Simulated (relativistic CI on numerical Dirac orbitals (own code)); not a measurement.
Radial Dirac CI calculation of Si10+.

Command:

```sh
python run_levels.py task.json out
```

Input:

```
atom Si  Z=14  charge=10  electrons=4
nucleus A=28  rms_radius_fm=3.1224
hamiltonian dirac-coulomb  breit=off  qed=on  c_scale=1
orbitals kli  potential=per-configuration
slater_scale 1
correlation none
mixing on
grid step=0.0125 r_max=8.8
scf mixing=0.4 start=green max_iterations=150 tolerance=2e-08 node_fill=0.05
configurations
  [He] 2s2
  [He] 2s 2p
  [He] 2p2
end
```

Output:

```
SCF 1: [He] 2s2
 iter      energy (Ha)   residual   last orbital (Ha)
    1      -223.789589   1.10e+00    -20.58370
    2      -224.193977   6.48e-01    -19.17827
    3      -224.409614   8.21e-03    -17.34246
    4      -224.409543   2.81e-03    -17.33824
    5      -224.409559   1.78e-05    -17.32905
    6      -224.409559   1.54e-06    -17.32913
    7      -224.409559   8.31e-08    -17.32912
    8      -224.409559   4.54e-10    -17.32912
SCF 2: [He] 2s 2p
 iter      energy (Ha)   residual   last orbital (Ha)
    1      -222.815865   1.12e+00    -20.36543
    2      -223.315617   6.61e-01    -18.67882
    3      -223.579292   1.85e-02    -16.58929
    4      -223.579455   5.18e-03    -16.52178
    5      -223.579487   8.05e-05    -16.49686
    6      -223.579487   2.19e-05    -16.49726
    7      -223.579487   4.47e-07    -16.49716
    8      -223.579487   2.76e-08    -16.49716
    9      -223.579487   1.46e-10    -16.49716
SCF 3: [He] 2p2
 iter      energy (Ha)   residual   last orbital (Ha)
    1      -221.427611   1.20e+00    -20.36543
    2      -222.059220   7.00e-01    -18.53640
    3      -222.388251   1.47e-02    -16.23433
    4      -222.388448   5.31e-03    -16.24179
    5      -222.388471   4.97e-05    -16.22255
    6      -222.388470   7.06e-06    -16.22277
    7      -222.388470   2.09e-07    -16.22278
    8      -222.388470   2.14e-09    -16.22278
orbital energies (Ha): 1s -82.6106  2s -17.3291
configuration averages (Ha): Dirac-Coulomb, Breit, QED
  2s2                           -224.409559    0.000000    0.036968
  2s 2p                         -223.579487    0.000000    0.035146
  2p2                           -222.388470    0.000000    0.033313
levels: no., configuration, term, J, E (cm-1), weight
   1 2s2                    1S   0                0.0  0.94
   2 2s 2p                  3P*  0           170380.0  1.00
   3 2s 2p                  3P*  1           173009.7  1.00
   4 2s 2p                  3P*  2           178534.5  1.00
   5 2s 2p                  1P*  1           343310.8  1.00
   6 2p2                    3P   0           445837.5  1.00
   7 2p2                    3P   1           448808.9  1.00
   8 2p2                    3P   2           453882.0  0.99
   9 2p2                    1D   2           506108.2  0.99
  10 2p2                    1S   0           623548.3  0.94
lowest total energy -224.536127 Ha
end: converged
```

Against the reference input this run has: Breit term off. The reference run ends at -224.496443 Ha with Breit and QED terms.
